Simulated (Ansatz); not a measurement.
Nb₂S₂. Total charge 0; triplet. Geometry PBE-D4/def2-SVP, that of the charge +1 doublet; atoms count from 1.

```xyz
4

Nb    0.3714   -0.5620    1.0757
Nb   -0.6488   -0.4915   -0.9751
S    -1.3551    0.9924    0.7070
S     1.6325    0.0611   -0.8076
```

In the def2 sets Nb takes a core potential; there is no spin–orbit coupling. The structure comes from a short search, and lower isomers may exist.

Question: Estimate the Mulliken populations from the PBE0/def2-TZVP orbitals of Ansatz.

Answer: 
```json
{"atom": "Nb1", "charge (e)": "0.49", "spin (α − β)": "0.10", "d electrons": "3.63"}
{"atom": "Nb2", "charge (e)": "0.61", "spin (α − β)": "1.56", "d electrons": "3.61"}
{"atom": "S3", "charge (e)": "-0.55", "spin (α − β)": "0.17", "d electrons": "–"}
{"atom": "S4", "charge (e)": "-0.55", "spin (α − β)": "0.17", "d electrons": "–"}
```
Mulliken values and Mayer orders depend strongly on the basis.

Question: Where does the spin sit?

Answer: Summed by element: Nb 1.66, S 0.34, of 2 unpaired in all. Largest on single atoms: Nb2 1.56, S3 0.17, S4 0.17.

Question: And the Mayer bond orders between bonded heavy atoms (over 0.3)?

Answer: Nb1–Nb2 2.48 (2.29 Å); Nb1–S3 1.28 (2.35 Å); Nb1–S4 1.29 (2.35 Å); Nb2–S3 1.01 (2.35 Å); Nb2–S4 1.01 (2.35 Å).
